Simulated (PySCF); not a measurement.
## Broadened absorption spectrum of C5H6Cl2O

Species: C₅H₆Cl₂O.
SMILES: `C=CO/C=C\C(Cl)Cl`

Computed, not measured: PySCF 2.14.0, density-fitted response routines, TDDFT B3LYP/def2-SVPD, vertical, gas phase, core orbitals frozen in the response. One conformer (not necessarily the lowest) at the GFN2-xTB geometry, without solvent, vibrations or thermal averaging. Torsions of this conformer, `[CH2:1]=[CH:2][O:3]/[CH:4]=[CH:5]\[CH:6]([Cl:7])[Cl:8]`: C1–C2–O3–C4 180°, C2–O3–C4–C5 180°, C4–C5–C6–Cl7 -120°.

Computed states:

| state | E (eV) | f |
| --- | --- | --- |
| S1 | 5.36 | 0.410 |
| S2 | 5.46 | 0.0000 |
| S3 | 6.01 | 0.192 |
| S4 | 6.22 | 0.026 |
| S5 | 6.40 | 0.0085 |
| S6 | 6.46 | 0.0000 |
| S7 | 6.50 | 0.0075 |
| S8 | 6.73 | 0.015 |

Broadening: Gaussians 0.4 eV wide at half height, area fixed by f = 4.319×10⁻⁹ ∫ε dν̃. The width is an assumption, not a result. The curve ends short of the highest state used, and states not computed would add to its high-energy end.

Question: Give the broadened spectrum and its maxima.

Answer: 
(E (eV), ε (L mol⁻¹ cm⁻¹)): (4.76, 52), (4.82, 170), (4.88, 493), (4.94, 1263), (5.00, 2854), (5.06, 5691), (5.12, 10020), (5.18, 15571), (5.24, 21360), (5.30, 25865), (5.36, 27652), (5.42, 26112), (5.48, 21823), (5.54, 16259), (5.60, 11091), (5.65, 7988), (5.71, 6202), (5.77, 6467), (5.83, 8245), (5.89, 10678), (5.95, 12801), (6.01, 13821), (6.07, 13391), (6.13, 11710)

Maxima: 231 nm (5.36 eV), ε about 28000, made up of S1 (100%); 206 nm (6.02 eV), ε about 14000, made up of S3 (93%) (ε in L mol⁻¹ cm⁻¹; maxima over ε = 5, shares over 10%).

Question: What would ε be at 5.36 eV, the highest of these maxima, with half the width (0.2 eV)?

Answer: About 55300 L mol⁻¹ cm⁻¹ against 27700, a factor of about 2.00; a lone state at its own centre would give exactly 2.

Question: On this curve, what absorbance would a 10⁻³ mol/L sample give at 248 nm over a 1 cm path?

Answer: 248 nm is 4.999 eV, where ε is about 2800 L mol⁻¹ cm⁻¹, so A = ε c l ≈ 2.8 (Beer–Lambert, with the gas-phase spectrum and the assumed width).
